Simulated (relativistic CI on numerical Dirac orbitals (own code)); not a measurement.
# Sensitivity of the levels of Ir59+ to α and to the nuclear radius

Computed by Dirac-Coulomb-Breit CI, orbitals from a KLI potential per configuration, derivatives by finite differences, unscaled Slater integrals, QED left out (own radial code, finite nucleus).

Configuration list (outside the closed core [Ne]): 3s²3p⁶, 3s²3p⁵3d, 3s3p⁶3d, 3p⁶3d², 3p⁵3d³. Double excitations out of closed p, d and f shells are left out; levels of such configurations are missing from the list, as are those of other unlisted configurations, and high levels can miss mixing partners.

With x = (α/α₀)² − 1 an excitation energy changes as ω = ω₀ + qx; K = 2q/ω₀ is the relative enhancement. Terms are leading LS components, so labels can repeat. The field-shift factor is F = δν/δ⟨r²⟩ for the transition from the lowest level.

Lowest level 3s²3p⁶ ¹S0.

```csv
Level,ω₀ (cm⁻¹),q (cm⁻¹),K,F (GHz/fm²)
3s²3p⁵3d ³P°0,2021813,133200,0.132,25.3
3s²3p⁵3d ³P°1,2120815,152100,0.143,26.3
3s²3p⁵3d ³F°3,2153057,125300,0.116,25.8
3s²3p⁵3d ³D°2,2189673,133000,0.122,26
3s²3p⁵3d ³F°4,2849569,897900,0.63,47.9
3s²3p⁵3d ¹D°2,2896953,907000,0.626,47.5
3s²3p⁵3d ³D°3,2993533,905700,0.605,48.9
3s²3p⁵3d ¹P°1,3246816,936800,0.577,40.5
3s²3p⁵3d ³F°2,5487651,4.303e+06,1.57,-670
3s²3p⁵3d ¹P°1,5811745,4.314e+06,1.48,-666
3s²3p⁵3d ³P°2,6258629,5.087e+06,1.63,-647
3s²3p⁵3d ³F°3,6301748,5.089e+06,1.62,-648
3s3p⁶3d ³D1,7424271,4.745e+06,1.28,-10300
```

At this charge energies of transitions that change n are usually good to better than 1 %, and those within a shell (Δn = 0) to a few per cent.
